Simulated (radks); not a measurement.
Values are calculated unless marked as measured or tabulated.
Task: Numerical settings for the rhenium ion Re2+, [Xe] 4f14 5d5. Level of theory: scalar-relativistic Kohn-Sham, PBE, spin-polarised, spherical densities, point nucleus; open shells are filled with parallel spins first (spin-orbit coupling, left out, can overturn this in heavy ions) (a radial shooting solver on a logarithmic mesh with Libxc functionals). The defaults (mesh step 0.008 in ln r, mesh end at 40 bohr or more with all orbitals vanishing there, Anderson mixing 0.5 over 9 steps, residual threshold near 1e-9 with the energy settled to 1e-9 hartree or 1e-11 of itself, here a cap of 86 iterations) give E = -16691.451 hartree and 5d at -22.684 eV in 15 iterations. Run on one thread of a shared host, so times are rough (Arm Neoverse N1): 0.4 s of CPU time, 0.4 s wall, 15 iterations on 2541 mesh points. One setting is changed at a time: mesh step in ln r 0.02; mesh step in ln r 0.012; mesh step in ln r 0.12; mesh end (bohr) 20; mesh end (bohr) 8; residual threshold 0.01; residual threshold 0.1; mixing 2.5; linear mixing, mixing 0.5; linear mixing, mixing 0.2; mixing history 2; iteration cap 3. Which runs fail to converge, and which converge to a wrong energy?

Result: Not converged within the cap: mesh step in ln r 0.12; linear mixing, mixing 0.2; iteration cap 3. No run marked as converged misses the energy by more than 1 mhartree.
